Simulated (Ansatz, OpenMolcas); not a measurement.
## Worked example: the enthalpy of formation of CaF (SMILES [F][Ca])

CaF: 2 atoms, total charge 0, spin state doublet. As SMILES, `[F][Ca]`. The coordinates come from a PBE0-D4/def2-TZVP relaxation.

```xyz
2

F     0.0000    0.0000   -0.0484
Ca    0.0000    0.0000    1.9013
```

Total energies at UHF/def2-TZVPP (OpenMolcas 26.06); the atoms run unrestricted:

| species | state | energy (Eh) |
| --- | --- | --- |
| CaF | doublet | -776.306505 |
| F | doublet | -99.411799 |
| Ca | singlet | -676.745801 |

Harmonic wavenumbers at UPBE0-D4/def2-TZVP, in cm⁻¹: 593.

Measured heats of formation of the gaseous atoms at 298.15 K, in kJ/mol: F 79.4, Ca 177.8. Spin-orbit lowering of the atoms at 298 K (mean of the ground term's levels less their thermal mean, from spectra), in kJ/mol: F 1.29. Take 1 Eh = 2625.50 kJ/mol, 1 cm⁻¹ = 0.0119627 kJ/mol, RT = 2.479 kJ/mol.

**Question.** Work out the heat of formation of the gas at 298 K.

**Answer.** 
1. Electronic atomisation energy: (-99.411799) + (-676.745801) − (-776.306505) = 0.148905 Eh = 391.0 kJ/mol.
2. Zero-point energy: half the sum of the wavenumbers, 296.5 cm⁻¹ = 3.5 kJ/mol.
3. Thermal vibrational enthalpy, Σ hcν̃/(exp(hcν̃/kT) − 1): 0.4 kJ/mol. Translation, rotation and pV of a linear molecule: 3.5 RT = 8.7 kJ/mol.
4. The 2 free atoms carry 5/2 RT each: 12.4 kJ/mol.
5. Spin-orbit coupling lowers the free atoms by 1.29 = 1.3 kJ/mol.
6. Atomisation enthalpy at 298 K: 391.0 − 1.3 − 3.5 − 0.4 − 8.7 + 12.4 = 389.5 kJ/mol.
7. Sum of the atoms' heats of formation: 257.2 kJ/mol. Heat of formation: 257.2 − 389.5 = -132.3 kJ/mol.

No measured value is set beside it here. Hartree–Fock leaves out correlation, which is larger in the molecule than in the atoms, so it underbinds and puts the heat of formation too high. Anharmonicity and any spin-orbit splitting of the molecule are left out.
